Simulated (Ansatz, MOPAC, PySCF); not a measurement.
Ligand exchange on a metal centre used in film growth or etching (Cd OH-Br). All species are isolated molecules in the gas phase. One relaxed conformer stands for each flexible species; it need not be the lowest.

Quantity: redistribution energy (mixed species minus the weighted end members), in kcal/mol. Semi-empirical values (MOPAC) are differences of heats of formation.

Level 1: frozen-core CCSD(T)/def2-TZVPP // r2SCAN-D4/def2-SVP (Ansatz, a first-principles code)
Level 2: PBE-D3(BJ)/def2-TZVP // r2SCAN-D4/def2-SVP (PySCF)
Level 3: SVWN5/6-31G* (LANL2DZ on Cd) // r2SCAN-D4/def2-SVP (PySCF)
Level 4: PM6 // r2SCAN-D4/def2-SVP (MOPAC)

```json
[
 {"species": "1 of 2 OH replaced by Br: [Cd(OH)(Br)]", "level 2": "0.04", "level 3": "-0.72", "level 4": "-7.31"}
]
```

Question: What does level 1 give for each?

Answer: 
- 1 of 2 OH replaced by Br: [Cd(OH)(Br)]: -0.07
